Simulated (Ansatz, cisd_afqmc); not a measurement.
Species: GeBr, charge 1, singlet. GeBr+ (parent SMILES [Ge][Br], singlet).
B3LYP-D3(BJ)/def2-TZVP minimum from Ansatz (a first-principles code):
```xyz
2

Ge     0.0000     0.0000    -1.1614
Br     0.0000     0.0000     1.0618
```
Charge +1, spin multiplicity 1.

Total energies in cc-pVTZ, 10 correlated electrons, 28 frozen orbitals. UHF or UKS for unpaired electrons; spin-orbit terms are left out. Correlated methods leave the cores frozen (noble-gas shells, and filled d and f shells in the p block). No relativity. AFQMC is phaseless with a CISD trial state; ± is one standard error, without the phaseless bias. Outlying blocks are dropped, and bars are widened where a walk drifts. Over all cases where full CI ran beside it in this data, AFQMC minus full CI had a median of +0.1 mEh and passed +0.4 mEh in a tenth of the cases. Spin-orbit terms, left out, reach several kcal/mol for Br and I, and more for heavier atoms. The spin of BrGe+ (parent SMILES [Ge][Br], singlet) was assumed, and the state is the lowest solution found for it.

```
method         program          energy (Eh)  minus CCSDT(Q) (mEh)
----------  ----------  -------------------  --------------------
HF              Ansatz          -4647.63420                260.10
MP2             Ansatz          -4647.85730                 37.00
CCSD            Ansatz          -4647.88039                 13.91
CCSD(T)         Ansatz          -4647.89255                  1.75
CCSDT(Q)        Ansatz          -4647.89430                  0.00
AFQMC/CISD  cisd_afqmc  -4647.8946 ± 0.0005            -0.3 ± 0.5
```

Rough core times of Ansatz's runs on a shared machine: CCSD(T) under 20 s, CCSDT(Q) 40 s.
